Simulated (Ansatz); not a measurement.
System (SMILES): [F][Ga] (F-Ga) (closed-shell singlet).
Geometry (B3LYP-D3(BJ)/def2-TZVP, fixed):
```
Ga
F 1 1.8005
```
Charge 0, spin multiplicity 1.

Basis-set convergence of the dipole moment at HF with Ansatz (a first-principles code). Dipoles come from the density behind the forces; the sign is taken along the dipole that this method gives in the largest set. Cartesian d functions, on some or all atoms, in 6-31G, 6-31G**; all else is spherical. The program fits the integrals of some runs and decomposes those of others, by size. No added dispersion term, no relativity. Reference: the value in aug-pcseg-3, 2.418 D, itself unsure by roughly 0.003 D (its mean distance from aug-cc-pVQZ, def2-QZVPPD). Deviations are taken from unrounded values.

| basis | functions | dipole moment (D) | minus reference (D) |
|---|---|---|---|
| pcseg-0 | 31 | 2.158 | -0.261 |
| 6-31G | 38 | 2.563 | 0.145 |
| cc-pVDZ | 41 | 2.379 | -0.040 |
| def2-SVP | 46 | 2.253 | -0.165 |
| 6-31G** | 50 | 2.145 | -0.273 |
| def2-SVPD | 61 | 2.463 | 0.045 |
| 6-311G** | 62 | 2.471 | 0.053 |
| cc-pVTZ | 73 | 2.347 | -0.072 |
| pcseg-2 | 73 | 2.498 | 0.080 |
| aug-pcseg-2 | 105 | 2.424 | 0.005 |
| def2-QZVP | 132 | 2.413 | -0.006 |
| def2-QZVPP | 146 | 2.415 | -0.003 |
| aug-pcseg-3 | 178 | 2.418 | 0.000 |

The smallest set listed that lies within 0.1 D of the reference with all its larger relatives (same family, alike in diffuse functions; a set with none counts only in the reference's own line) is cc-pVDZ (41 functions, -0.040 D off). Inside, with no larger relative to test it: 6-311G**. (Relatives not listed, tested too: def2-TZVPD 0.011, def2-TZVPPD 0.011, cc-pVQZ -0.031, pcseg-3 0.008, def2-QZVPPD -0.002, cc-pV5Z -0.010, pcseg-4 0.001 D.)
